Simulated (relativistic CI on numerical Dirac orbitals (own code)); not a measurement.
# Kr¹⁰⁺: computed level list

Calculated at this level of theory: Dirac-Coulomb-Breit CI, separate exchange-only KLI orbitals for each configuration, QED by a radiative potential, unscaled Slater integrals (own radial code, finite nucleus).

CI space (outside the closed core [Ne]): 3s2.3p6.3d8, 3s2.3p5.3d9, 3s2.3p4.3d10, 3s.3p6.3d9, 3s2.3p6.3d7.4s, 3s2.3p6.3d7.4p, 3p6.3d10, 3s2.3p6.3d7.4d, 3s2.3p6.3d6.4s2, 3s2.3p6.3d6.4s.4p, 3s2.3p6.3d7.4f, 3s2.3p6.3d7.5s, 3s2.3p6.3d6.4p2, 3s2.3p6.3d7.5p, 3s2.3p6.3d6.4s.4d, 3s.3p5.3d10, 3s2.3p6.3d7.5d, 3s2.3p5.3d8.4s, 3s2.3p6.3d6.4p.4d, 3s2.3p6.3d7.5f, 3s2.3p6.3d7.6s, 3s2.3p6.3d7.5g, 3s2.3p6.3d7.6p, 3s2.3p5.3d8.4p, 3s2.3p6.3d7.6d, 3s2.3p4.3d9.4s, 3s2.3p6.3d6.4d2, 3s2.3p5.3d7.4s2, 3s2.3p4.3d9.4p, 3s2.3p5.3d7.4s.4p, 3s2.3p5.3d8.4d, 3s2.3p5.3d7.4p2, 3s.3p6.3d8.4s, 3s2.3p4.3d9.4d, 3s.3p6.3d7.4s2, 3s.3p6.3d8.5s. Levels of other configurations are missing.

The lowest level is 3s2.3p6.3d8 3F_4, with 99 % of that term; Hund's rules for 3s2.3p6.3d8 give 3F with J = 4, in agreement.

| No. | Configuration | Term | J | E (cm⁻¹) | % | Next component (%) | jj configuration (%) |
| --- | --- | --- | --- | --- | --- | --- | --- |
| 1 | 3s2.3p6.3d8 | 3F | 4 | 0 | 99 | 1 1G | 3d5/2^4 (86) |
| 2 | 3s2.3p6.3d8 | 3F | 3 | 9107 | 100 |  | 3d3/2^3 3d5/2^5 (100) |
| 3 | 3s2.3p6.3d8 | 3F | 2 | 13435 | 89 | 10 1D | 3d3/2^2 3d5/2^6 (39) |
| 4 | 3s2.3p6.3d8 | 1D | 2 | 32377 | 54 | 38 3P | 3d5/2^4 (70) |
| 5 | 3s2.3p6.3d8 | 3P | 1 | 44544 | 100 |  | 3d3/2^3 3d5/2^5 (100) |
| 6 | 3s2.3p6.3d8 | 3P | 2 | 44645 | 62 | 36 1D | 3d3/2^3 3d5/2^5 (61) |
| 7 | 3s2.3p6.3d8 | 3P | 0 | 45130 | 98 | 2 1S | 3d5/2^4 (54) |
| 8 | 3s2.3p6.3d8 | 1G | 4 | 57167 | 99 | 1 3F | 3d3/2^3 3d5/2^5 (86) |
| 9 | 3s2.3p6.3d8 | 1S | 0 | 118950 | 97 | 2 3P | 3d3/2^2 3d5/2^6 (54) |
| 10 | 3d7(4F).4s | 5F | 5 | 909939 | 97 | 2 3G | 3d5/2^3 4s (61) |
| 11 | 3d7(4F).4s | 5F | 4 | 915641 | 92 | 6 3F | 3d3/2^3 3d5/2^4 4s (64) |
| 12 | 3d7(4F).4s | 5F | 3 | 920486 | 96 | 3 3F | 3d3/2^3 3d5/2^4 4s (55) |
| 13 | 3d7(4F).4s | 5F | 2 | 923669 | 96 | 2 3D | 3d3/2^2 3d5/2^5 4s (53) |
| 14 | 3d7(4F).4s | 5F | 1 | 925635 | 96 | 3 3D | 3d3/2^3 3d5/2^4 4s (37) |
| 15 | 3d7(4F).4s | 3F | 4 | 927291 | 90 | 7 5F | 3d3/2^3 3d5/2^4 4s (52) |
| 16 | 3d7(4F).4s | 3F | 3 | 935073 | 95 | 2 5F | 3d3/2^3 3d5/2^4 4s (55) |
| 17 | 3d7(4F).4s | 3F | 2 | 939658 | 94 | 3 1D | 3d3/2^2 3d5/2^5 4s (40) |
| 18 | 3d7(4P).4s | 5P | 2 | 949934 | 72 | 25 3P | 3d5/2^3 4s (53) |
| 19 | 3d7(4P).4s | 5P | 3 | 950665 | 96 | 3 3D | 3d3/2^3 3d5/2^4 4s (58) |
| 20 | 3s2.3p5.3d9 | 3F° | 4 | 951710 | 99 |  | 3p3/2^3 3d5/2^5 (99) |
| 21 | 3d7(4P).4s | 5P | 1 | 953731 | 74 | 22 3P | 3d3/2^3 3d5/2^4 4s (60) |
| 22 | 3d7(2G).4s | 3G | 5 | 957705 | 90 | 6 3H | 3d3/2^3 3d5/2^4 4s (44) |
| 23 | 3d7(2G).4s | 3G | 4 | 959961 | 73 | 14 1G | 3d3/2^3 3d5/2^4 4s (52) |
| 24 | 3d7(4P).4s | 3P | 1 | 962685 | 40 | 33 1P | 3d5/2^3 4s (54) |
| 25 | 3d7(4P).4s | 3P | 2 | 963420 | 69 | 16 3D | 3d5/2^3 4s (44) |
| 26 | 3d7(2G).4s | 3G | 3 | 964958 | 98 | 1 3F | 3d3/2^3 3d5/2^4 4s (52) |
| 27 | 3d7(2P).4s | 3P | 0 | 966037 | 99 |  | 3d3/2^3 3d5/2^4 4s (99) |
| 28 | 3s2.3p5.3d9 | 1D° | 2 | 966224 | 73 | 20 3F° | 3p3/2^3 3d5/2^5 (63) |
| 29 | 3d7(4P).4s | 3P | 2 | 969366 | 75 | 11 5P | 3d3/2^2 3d5/2^5 4s (47) |
| 30 | 3d7(2G).4s | 1G | 4 | 969536 | 72 | 21 3G | 3d3/2^3 3d5/2^4 4s (56) |

Energies count from the lowest computed level; ° marks odd parity. Percentages are summed over parent terms; the parents shown are those of the largest component, closed shells are left out there. Filled j subshells are mostly left out of the jj labels.

The mean weight of the leading LS term, summed over parents, in these 30 levels is 86 %, and that of the leading jj configuration (from the same eigenvectors) 62 %, so LS coupling describes them better.

At this charge energies of transitions that change n are usually good to better than 1 %, and those within a shell (Δn = 0) to a few per cent. Terms inside the open d or f shell come out 10 to 20 % too wide with unscaled integrals.

Landé's interval rule says that E(J) − E(J−1) = AJ with one A. For the ground term the intervals give A = -1442.6, -2276.9 cm⁻¹ for J = 3, 4; the multiplet is inverted.

LS names give the leading component of a level, which can be under half, so a name can repeat, a term be missing and a line seem to break the LS rules.
